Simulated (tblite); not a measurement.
Species: C3H13NOSi2.
Atom-mapped SMILES: `[CH3:1][CH2:2][CH2:3][Si@H:4]([NH2:5])[O:6][SiH3:7]` (hydrogens: H8, H9, H10 on C1; H11, H12 on C2; H13, H14 on C3; H15 on Si4; H16, H17 on N5; H18, H19, H20 on Si7)

Computed with GFN2-xTB (tblite), gas phase: L-BFGS steps from a force-field or distance-geometry start until the largest atomic force falls under 0.01 eV/Å.

Step 116: E = -642.8707 eV
```
atom  x, y, z in Å  |  force x, y, z in eV/Å
C1     -2.9005   -1.1132    0.0704    0.003   0.016   0.000
C2     -1.5934   -0.5533    0.6241   -0.017  -0.001   0.002
C3     -1.0109    0.5366   -0.2715    0.011  -0.026  -0.007
Si4     0.7159    1.1163    0.2594   -0.003   0.010   0.008
N5      1.3053    2.1270   -1.0080    0.027   0.006   0.012
O6      1.7283   -0.1467    0.3842    0.014   0.015  -0.015
Si7     2.9849   -1.1087    0.0653    0.006   0.045   0.031
H8     -2.7385   -1.5712   -0.9038    0.006  -0.013   0.025
H9     -3.3117   -1.8631    0.7436    0.008  -0.010  -0.028
H10    -3.6381   -0.3214   -0.0491    0.017   0.015   0.019
H11    -1.7741   -0.1484    1.6219    0.028   0.018   0.013
H12    -0.8666   -1.3626    0.7265   -0.018   0.020  -0.021
H13    -1.6982    1.3852   -0.2955    0.017  -0.035   0.013
H14    -0.9595    0.1535   -1.2926    0.001   0.003  -0.017
H15     0.7568    1.6884    1.6112   -0.043  -0.001   0.011
H16     2.2798    2.3814   -0.9932    0.011  -0.021   0.003
H17     0.7552    2.9212   -1.2873   -0.031   0.016  -0.021
H18     2.5335   -2.1342   -0.8703   -0.011  -0.022  -0.042
H19     3.3531   -1.6700    1.3639    0.009  -0.006   0.004
H20     4.0736   -0.3059   -0.5019   -0.035  -0.029   0.010
```

Step 117: E = -642.8712 eV
```
atom  x, y, z in Å  |  force x, y, z in eV/Å
C1     -2.8942   -1.1166    0.0700   -0.001   0.019  -0.001
C2     -1.5882   -0.5542    0.6243   -0.022  -0.007   0.003
C3     -1.0095    0.5374   -0.2708    0.012  -0.022  -0.010
Si4     0.7141    1.1229    0.2611    0.023   0.027   0.024
N5      1.3078    2.1289   -1.0085    0.004   0.014   0.009
O6      1.7287   -0.1373    0.3953    0.029  -0.001  -0.018
Si7     2.9755   -1.1095    0.0654   -0.015   0.037   0.028
H8     -2.7340   -1.5723   -0.9060    0.017  -0.014   0.041
H9     -3.3024   -1.8684    0.7433    0.002  -0.004  -0.038
H10    -3.6331   -0.3254   -0.0487    0.015   0.008   0.031
H11    -1.7687   -0.1513    1.6233    0.024   0.015   0.002
H12    -0.8588   -1.3613    0.7247   -0.019   0.015  -0.019
H13    -1.7003    1.3827   -0.2983    0.011  -0.026   0.020
H14    -0.9546    0.1527   -1.2906    0.003  -0.002  -0.036
H15     0.7547    1.7002    1.6116   -0.050  -0.006  -0.003
H16     2.2817    2.3851   -0.9901    0.013  -0.019   0.003
H17     0.7572    2.9207   -1.2944   -0.019   0.003  -0.016
H18     2.5119   -2.1309   -0.8708   -0.003  -0.002  -0.034
H19     3.3406   -1.6819    1.3603    0.013   0.002  -0.001
H20     4.0664   -0.3108   -0.5038   -0.039  -0.038   0.015
```

**Question.** Estimate the geometry and energy of step 118. (The exact step hangs on the optimiser's Hessian estimate; all steps are aligned on step 117, rigid shifts and turns removed.)

**Answer.** E = -642.8719 eV, largest force 0.068 eV/Å
```
atom  x, y, z in Å  |  force x, y, z in eV/Å
C1     -2.8901   -1.1186    0.0722   -0.007   0.019   0.001
C2     -1.5834   -0.5554    0.6236   -0.017  -0.014   0.002
C3     -1.0082    0.5355   -0.2736    0.014  -0.011  -0.014
Si4     0.7107    1.1287    0.2616    0.044   0.038   0.036
N5      1.3127    2.1318   -1.0064   -0.026   0.004   0.007
O6      1.7276   -0.1288    0.4029    0.015   0.001  -0.010
Si7     2.9663   -1.1075    0.0653   -0.020  -0.006   0.014
H8     -2.7347   -1.5729   -0.9054    0.032  -0.011   0.049
H9     -3.2940   -1.8723    0.7460   -0.009   0.004  -0.039
H10    -3.6292   -0.3270   -0.0439    0.010  -0.002   0.042
H11    -1.7593   -0.1535    1.6242    0.013   0.012  -0.013
H12    -0.8520   -1.3610    0.7203   -0.016   0.002  -0.013
H13    -1.7032    1.3764   -0.3072    0.003  -0.009   0.025
H14    -0.9492    0.1469   -1.2913    0.007  -0.007  -0.050
H15     0.7471    1.7094    1.6114   -0.054  -0.011  -0.011
H16     2.2872    2.3831   -0.9851    0.029  -0.011   0.004
H17     0.7658    2.9248   -1.2957   -0.017   0.007  -0.018
H18     2.4966   -2.1276   -0.8718    0.002   0.020  -0.023
H19     3.3275   -1.6901    1.3570    0.020   0.011  -0.002
H20     4.0564   -0.3111   -0.5067   -0.025  -0.037   0.015
```

The energy changes by -0.0007 eV. The first-order estimate −F·Δx gives -0.0010 eV and the mean of the old and new forces, exact on a quadratic surface, -0.0007 eV. The step makes an angle of 81° with the force vector and moves no atom by more than 0.016 Å.

The cost below is that of the whole relaxation. The run took 1.2 s wall on one thread, Arm Neoverse V2 (aarch64), no GPU, shared host with 48 logical CPUs at a one-minute load of 28.
